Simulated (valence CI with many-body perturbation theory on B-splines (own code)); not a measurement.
## How close is CI+MBPT for Ba VI?

Method: configuration interaction combined with many-body perturbation theory (CI+MBPT): five valence electrons over a frozen Dirac-Fock core [Kr] 4d10, a basis of 11 s, 11 p, 10 d, 8 f, 5 g, 2 h functions for each j, with the one-electron correlation potential Σ1 (screened to all orders), the two-electron term Σ2, the three-electron term Σ3, Breit, model QED; selected single and double excitations, second order for the rest, scaled by the run's own slope (own B-spline code, finite nucleus).

Against 45 measured levels this calculation errs by 340 cm⁻¹ on average and by 785 at most. These come from a selection out of Sansonetti and Curry, J. Phys. Chem. Ref. Data 39, 043103 (2010). Levels without a partner in it may be off by more, other configurations by several thousand cm⁻¹. Among the levels kept, up to 2800 cm⁻¹ of a level comes from second order outside the variational space, and about a tenth of that is noise between levels of different J, which matters for small intervals. 1 measured level below the end of the list, from 200938 cm⁻¹ on, found no clear computed partner.

Measured levels: Sansonetti and Curry, J. Phys. Chem. Ref. Data 39, 043103 (2010). Pairs share parity and J, and are chosen by configuration, term and nearness in energy; levels without a clear partner are left out. Energies in cm⁻¹ above the measured ground level.

Names give the largest LS component (configuration and term), which can be under half, so a name can repeat, a term be missing and a line seem to break the LS rules; names also repeat where a configuration has a term twice. Letters in brackets count levels of one name in rising energy.

| Computed label | Label in the source | Measured | Computed | Difference |
| --- | --- | --- | --- | --- |
| 5s²5p³ ⁴S°_3/2 | 5s2 5p3 4S° | 0 | 0.0 | 0 |
| 5s²5p³ ²D°_3/2 | 5s2 5p3 2D° | 17260.6 | 17333.7 | +73 |
| 5s²5p³ ²D°_5/2 | 5s2 5p3 2D° | 23547.2 | 23646.2 | +99 |
| 5s²5p³ ²P°_1/2 | 5s2 5p3 2P° | 36155.7 | 36321.5 | +166 |
| 5s²5p³ ²P°_3/2 | 5s2 5p3 2P° | 49621 | 49720.3 | +99 |
| 5s5p⁴ ⁴P_5/2 | 5s(2S) 5p4(3P) 4P | 128436.3 | 128118.1 | -318 |
| 5s5p⁴ ⁴P_3/2 | 5s(2S) 5p4(3P) 4P | 139920.1 | 139582.6 | -337 |
| 5s5p⁴ ⁴P_1/2 | 5s(2S) 5p4(3P) 4P | 142851.9 | 142526.0 | -326 |
| 5s5p⁴ ²D_3/2 | 5s(2S) 5p4(1D) 2D | 158158.4 | 158032.7 | -126 |
| 5s5p⁴ ²D_5/2 | 5s(2S) 5p4(1D) 2D | 163566.3 | 163409.9 | -156 |
| 5s²5p²5d ²P_3/2 [a] | 5s2 5p2(3P) 5d 2P | 176498 | 176523.2 | +25 |
| 5s5p⁴ ²P_1/2 | 5s(2S) 5p4(3P) 2P | 179076.6 | 179220.8 | +144 |
| 5s²5p²5d ⁴F_3/2 | 5s2 5p2(3P) 5d 4F | 180293.1 | 180331.2 | +38 |
| 5s²5p²5d ⁴F_5/2 | 5s2 5p2(3P) 5d 4F | 183552.2 | 183566.5 | +14 |
| 5s²5p²5d ²F_5/2 [a] | 5s2 5p2(1D) 5d 2F | 191382.2 | 191370.2 | -12 |
| 5s²5p²5d ⁴F_7/2 | 5s2 5p2(3P) 5d 4F | 192561.2 | 192510.6 | -51 |
| 5s²5p²5d ⁴D_1/2 [a] | 5s2 5p2(3P) 5d 4D | 193882.1 | 193845.4 | -37 |
| 5s²5p²5d ²F_7/2 [a] | 5s2 5p2(3P) 5d 4D | 196130.2 | 196121.9 | -8 |
| 5s²5p²5d ⁴D_3/2 | 5s2 5p2(3P) 5d 4D | 197255.4 | 197290.8 | +35 |
| 5s²5p²5d ⁴D_5/2 | 5s2 5p2(3P) 5d 4D | 201857 | 201900.3 | +43 |
| 5s²5p²5d ²G_7/2 [a] | 5s2 5p2(1D) 5d 2G | 212208.6 | 212328.9 | +120 |
| 5s5p⁴ ²P_3/2 | 5s(2S) 5p4(3P) 2P | 213042.9 | 213712.9 | +670 |
| 5s²5p²5d ⁴P_5/2 | 5s2 5p2(3P) 5d 4P | 214870.8 | 215351.4 | +481 |
| 5s²5p²5d ⁴P_3/2 | 5s2 5p2(3P) 5d 4P | 217346.5 | 217858.4 | +512 |
| 5s²5p²5d ²G_7/2 [b] | 5s2 5p2(1D) 5d 2F | 218278 | 218360.1 | +82 |
| 5s²5p²5d ⁴P_1/2 | 5s2 5p2(3P) 5d 4P | 218693.8 | 219176.6 | +483 |
| 5s²5p²5d ²D_3/2 [a] | 5s2 5p2(3P) 5d 2D | 224093.2 | 224498.4 | +405 |
| 5s²5p²5d ²D_5/2 [a] | 5s2 5p2(3P) 5d 2D | 228330.9 | 229036.5 | +706 |
| 5s²5p²5d ²P_1/2 [a] | 5s2 5p2(3P) 5d 2P | 229293.1 | 229866.7 | +574 |
| 5s²5p²5d ²P_1/2 [b] | 5s2 5p2(1D) 5d 2P | 234313.6 | 235004.7 | +691 |
| 5s²5p²5d ²D_3/2 [b] | 5s2 5p2(1D) 5d 2D | 235818.7 | 236363.9 | +545 |
| 5s²5p²5d ²F_5/2 [b] | 5s2 5p2(1D) 5d 2D | 236640.5 | 237292.6 | +652 |
| 5s²5p²5d ²F_7/2 [b] | 5s2 5p2(3P) 5d 2F | 242157.2 | 242921.3 | +764 |
| 5s²5p²5d ²D_5/2 [b] | 5s2 5p2 5d 2D | 243103.4 | 243414.1 | +311 |
| 5s²5p²5d ²P_3/2 [b] | 5s2 5p2(1D) 5d 2P | 246496.2 | 247168.9 | +673 |
| 5s²5p²6s ⁴P_1/2 | 5s2 5p2(3P) 6s 4P | 247725.6 | 248122.9 | +397 |
| 5s²5p²5d ²S_1/2 | 5s2 5p2(1D) 5d 2S | 251008.8 | 251609.3 | +600 |
| 5s²5p²5d ²D_3/2 [c] | 5s2 5p2 5d 2D | 256774.8 | 257484.4 | +710 |
| 5s²5p²5d ²D_5/2 [c] | 5s2 5p2(3P) 5d 2F | 257298.9 | 258083.6 | +785 |
| 5s²5p²6s ⁴P_3/2 | 5s2 5p2(3P) 6s 4P | 261563.8 | 261914.4 | +351 |
| 5s²5p²6s ²P_1/2 | 5s2 5p2(3P) 6s 2P | 265653.5 | 266079.5 | +426 |
| 5s²5p²6s ⁴P_5/2 | 5s2 5p2(3P) 6s 4P | 267649.7 | 268047.2 | +398 |
| 5s²5p²6s ²P_3/2 | 5s2 5p2(3P) 6s 2P | 271083.2 | 271553.8 | +471 |
| 5s²5p²6s ²D_5/2 | 5s2 5p2(1D) 6s 2D | 288565.1 | 288878.5 | +313 |
| 5s²5p²6s ²D_3/2 | 5s2 5p2(1D) 6s 2D | 290903.6 | 291373.6 | +470 |
| 5s²5p²6s ²S_1/2 | 5s2 5p2 6s 2S | 307387 | 307991.0 | +604 |

Over 45 excited levels the mean absolute difference is 340 cm⁻¹, the median 337 and the largest 785. The comparison draws on a selection of the measured levels: 46 of the 182 computed ones have a partner in it, and others may be off by more.

These 1 measured levels below the end of the computed list are not counted above. Beside each stands the unpaired computed level of its name, or else the nearest of its J and parity; the gap is either an error of the method or a doubtful assignment.

```json
{"Label in the source": "5s(2S) 5p4 2S", "J": "1/2", "Measured": "200938", "Unpaired level": "5s²5p²5d ⁴D_1/2 [b]", "Computed": "200997"}
```
